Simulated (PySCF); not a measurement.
# Bond length, frequency and bond energy of SbCl by level of theory

State: ³Σ⁻ (triplet), unpaired electrons π ↑↑. Set-up: basis Sb x2c-SVPall, Cl x2c-SVPall; spin-free X2C with a Gaussian nucleus; PySCF 2.14. De refers to Sb + Cl in their high-spin ground configurations, without counterpoise correction. The functionals are run spin-unrestricted. A positive dipole means Sb(−)Cl(+).

```csv
Level,Re (Å),ωe (cm⁻¹),De (eV),μ (D),"CPU s a point (SCF and correlation, without the integrals)"
UHF,2.390,367,1.57,-2.93,0.18
UHF-MP2,2.379,371,2.45,n/a,0.28
UHF-SCS-MP2,2.388,365,2.39,n/a,n/a
UHF-CCSD,2.391,362,2.30,n/a,n/a
UHF-CCSD(T),2.395,359,2.40,n/a,1.9
PBE,2.390,358,3.31,-2.04,0.66
r²SCAN,2.378,367,3.12,-2.21,0.82
TPSSh,2.382,365,3.15,-2.26,0.91
PBE0,2.371,371,3.06,-2.29,1.3
HSE06,2.374,370,3.10,-2.26,1.8
M06-2X,2.383,368,2.87,-2.55,0.98
B2PLYP,2.385,365,2.85,-2.56,0.67
```

(1) Which functional lies closest to UHF-CCSD(T) in De, which farthest, and by how much do they differ from it?

(2) What does a quarter of exact exchange do here, going from PBE to PBE0?

(3) What does the step from GGA to meta-GGA do here, going from PBE to r²SCAN?

Correlated steps freeze 23 core orbitals. Correlated levels converge slowly with the basis: in double zeta they bind strong bonds too weakly, by up to about 1 eV, and carry superposition errors of some tenths. These are scalar-relativistic numbers at best; spin–orbit coupling would shift them, the dissociation energy most. B2PLYP dipoles, levels and charges come from its SCF part alone. The state is the lowest determinant that a PBE0 search found; another state may lie lower at other levels.

The whole job (state search and all levels along the bond) took about 2.6 min on 1 thread of Oxide Virtual Turin-like (shared host), peak memory 0.64 GiB.

Results:

(1) Closest is B2PLYP (-1.0 pm in Re, +1.7 % in ωe, +0.45 eV in De against UHF-CCSD(T) in the same basis), farthest PBE (-0.5 pm in Re, -0.3 % in ωe, +0.91 eV in De). CCSD(T) converges more slowly with the basis than the functionals do and binds too weakly in this one, so the order can change at the basis-set limit.

(2) PBE0 less PBE: -1.9 pm in Re, +3.6 % in ωe, -0.25 eV in De. Exact exchange removes part of the self-interaction that spreads semilocal densities, and in most molecules shortens and stiffens the bond and lowers De; so it does here.

(3) r²SCAN less PBE: -1.2 pm in Re, +2.5 % in ωe, -0.19 eV in De.
